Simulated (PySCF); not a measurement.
## PySCF run on KBr⁻

The script input.py:

```python
from pyscf import gto, dft

mol = gto.M(
    atom='K 0 0 0; Br 0 0 2.645',
    basis='6-31g',
    charge=-1,
    spin=1,
    verbose=4,
)
mf = dft.UKS(mol, xc='mn15l')
mf.kernel()
mf.dip_moment()
print('orbital energies (hartree):', [e[max(0, n-3):n+3].round(4) for e, n in zip(mf.mo_energy, mol.nelec)])
```

```bash
$ OMP_NUM_THREADS=1 python input.py
```

The log (some set-up lines and the per-cycle HOMO/LUMO lines with their warnings removed):

```
PySCF version 2.14.0

[INPUT] Symbol           X                Y                Z      unit          X                Y                Z       unit  Magmom
[INPUT]  1 K      0.000000000000   0.000000000000   0.000000000000 AA    0.000000000000   0.000000000000   0.000000000000 Bohr   0.0
[INPUT]  2 Br     0.000000000000   0.000000000000   2.645000000000 AA    0.000000000000   0.000000000000   4.998325599475 Bohr   0.0

nuclear repulsion = 133.044553974215
number of shells = 20
number of NR pGTOs = 160
number of NR cGTOs = 44
basis = 6-31g
ecp = {}

******** <class 'pyscf.dft.uks.UKS'> ********
method = UKS
initial guess = minao
damping factor = 0
level_shift factor = 0
DIIS = <class 'pyscf.scf.diis.CDIIS'>
SCF conv_tol = 1e-09
SCF max_cycles = 50
number electrons alpha = 28  beta = 27
XC functionals = mn15l

grids dens level: 3
tot grids = 40464
init E= -3172.58308027043

cycle= 1 E= -3173.69222235376  delta_E= -1.11  |g|= 0.29  |ddm|= 0.902
cycle= 2 E= -3173.61722898901  delta_E= 0.075  |g|= 0.444  |ddm|= 2.07
cycle= 3 E= -3173.74172883532  delta_E= -0.124  |g|= 0.0266  |ddm|= 1.14
cycle= 4 E= -3173.74254417478  delta_E= -0.000815  |g|= 0.0118  |ddm|= 0.561
cycle= 5 E= -3173.74302409235  delta_E= -0.00048  |g|= 0.00369  |ddm|= 0.402
cycle= 6 E= -3173.74310654961  delta_E= -8.25e-05  |g|= 0.000373  |ddm|= 0.127

cycle= 7 E= -3173.74310702585  delta_E= -4.76e-07  |g|= 0.000103  |ddm|= 0.00864

cycle= 8 E= -3173.74310707631  delta_E= -5.05e-08  |g|= 1.47e-05  |ddm|= 0.00241

cycle= 9 E= -3173.74310707707  delta_E= -7.54e-10  |g|= 3.17e-06  |ddm|= 0.000259

Extra cycle  E= -3173.74310707709  delta_E= -2.68e-11  |g|= 2.23e-06  |ddm|= 0.000112
converged SCF energy = -3173.74310707709  <S^2> = 0.75092942  2S+1 = 2.0009292

WARN: System has nonzero charge -1; the dipole moment is origin-dependent.
Location of origin: [0. 0. 0.]

Dipole moment(X, Y, Z, Debye):  0.00000, -0.00000, -4.20406
orbital energies (hartree): [array([-0.0703, -0.0703,  0.0472,  0.0733,  0.0733,  0.0873]), array([-0.0698, -0.0698, -0.0698,  0.048 ,  0.081 ,  0.081 ])]
```

In short: E(SCF) = -3173.743107 Eh, 9 cycles, ⟨S²⟩ = 0.751.

Hardware: Arm Neoverse V2, 1 thread, shared host. Wall time 4.4 s.

The basis has no diffuse functions, which an anion needs. The bond length is a typed value, not an optimised one. The dipole of an ion depends on the origin. No search for the lowest solution was made.
